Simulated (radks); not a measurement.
Results of a calculation; reference values are marked as such.
Question: Level of theory: non-relativistic Kohn-Sham, LDA (Slater exchange, Perdew-Wang correlation), spin-polarised, spherical densities, point nucleus; open shells are filled with parallel spins first (spin-orbit coupling, left out, can overturn this in heavy ions) (a radial shooting solver on a logarithmic mesh with Libxc functionals). Response by self-consistent Sternheimer equations with the Hartree and adiabatic LDA kernel. For heavy and open-shell atoms this level of theory can miss by tens of per cent. Estimate the static dipole polarisabilities of Ru ([Kr] 4d7 5s1) and Cr ([Ar] 3d5 4s1) and the C6 coefficients of the three pairs.

Answer: alpha = 63.45 and 68.31 bohr^3; C6 = 588.8 (Ru-Ru), 571.3 (Ru-Cr), 561.7 (Cr-Cr) hartree bohr^6.
